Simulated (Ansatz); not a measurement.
Species: C₄H₅OSi, charge -1, multiplicity 1. It need not be the lowest isomer of its formula. Whether it binds its extra electron was not tested at this geometry. SMILES: c1c([SiH2-])cco1
Structure (B3LYP-D3(BJ)/def2-TZVP (Ansatz, an electronic-structure program) minimum search):
```xyz
11

Si     2.0858    -0.6129    -0.4051
C      0.2663    -0.0675    -0.0073
C     -0.8875    -0.9391     0.0864
C     -1.9926    -0.1694     0.2358
O     -1.6564     1.1508     0.2392
C     -0.2738     1.1761     0.0942
H      2.7180     0.7690    -0.1624
H      2.4084    -1.1518     0.9992
H     -0.8675    -2.0174     0.0345
H     -3.0425    -0.3878     0.3441
H      0.1586     2.1618     0.0881
```
Charge -1, spin multiplicity 1.

Parts of the frozen-core correlation energy in 6-31G* (Ansatz, hartree). Frozen orbitals: 10; correlated occupied orbitals by spin: 16 and 16; virtual: 78 and 78. Spin-orbit coupling is left out. Non-relativistic. The restricted reference is unstable.

```tsv
term	value
reference (HF)	-518.08932
MP2 opposite-spin	-0.57112
MP2 same-spin	-0.20273
CCSD correlation	-0.81267
(T)	-0.03372
T1 diagnostic	0.015
largest doubles amplitude	0.078
```
